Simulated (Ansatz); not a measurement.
**Two structures, one formula**

Two relaxed structures of CH4BSn (charge -1), singlet (PBE0-D4/def2-TZVPD; forces vanish, vibrations not checked).

A:

```xyz
7
angstrom
C -1.2675 -1.6613 -0.2863
B -0.4515 -0.5340 -0.0825
Sn 1.2051 0.9196 0.2410
H -2.3490 -1.5945 -0.3862
H 0.7523 2.0913 -1.0092
H 0.4925 1.8059 1.6001
H -0.8648 -2.6706 -0.3564
```

B:

```xyz
7
angstrom
C -0.6914 -0.6122 -0.1451
B -1.6753 -1.4833 -0.3519
Sn 0.7946 0.7035 0.1669
H -2.5517 -2.2592 -0.5361
H 0.9748 1.9450 -1.0442
H 0.6918 1.6275 1.6421
H 2.3995 0.0276 0.2561
```

Program: Ansatz 0.2.0. Basis: def2-TZVPPD. Cores are frozen in the correlated methods. Filled d shells of the heavier atoms are correlated. Core potentials replace the inner electrons of the atoms past krypton. The def2 sets are not built for correlating such inner shells, so the correlated values are less sure here. B3LYP uses VWN-RPA correlation.

Problem. Which structure is lower at CCSD(T), and by how much? (To be estimated.)

Solution. By the calculation: A, by 0.818 eV (electronic energy, against the other). By their contacts, A is CH₄BSn ([CH2][B][SnH2]), total charge -1 and B is CH₄BSn ([BH][C][SnH3]), total charge -1.

All methods give the same order:

| method | E(B) − E(A) (eV) |
| --- | --- |
| PBE-D4 | 1.057 |
| r2SCAN-D4 | 1.013 |
| PBE0-D4 | 1.042 |
| B3LYP-D4 | 1.043 |
| wB97M-V | 0.934 |
| HF | 1.013 |
| MP2 | 0.674 |
| CCSD | 0.884 |
| CCSD(T) | 0.818 |

T1 diagnostic: at most 0.020.

Labels in which every atom is bracketed show which atoms are joined, not bond orders.

For scale, one of the runs: CCSD(T)/def2-TZVPPD, 198 basis functions, launched by `ansatz run in.yaml --threads 2 --pin off --events-out ev --progress --plain --max-ram 4352MiB`. Hardware: 2 CPU threads of an Arm Neoverse V2, shared host. Wall time 72 s; peak host memory 2.6 GiB.
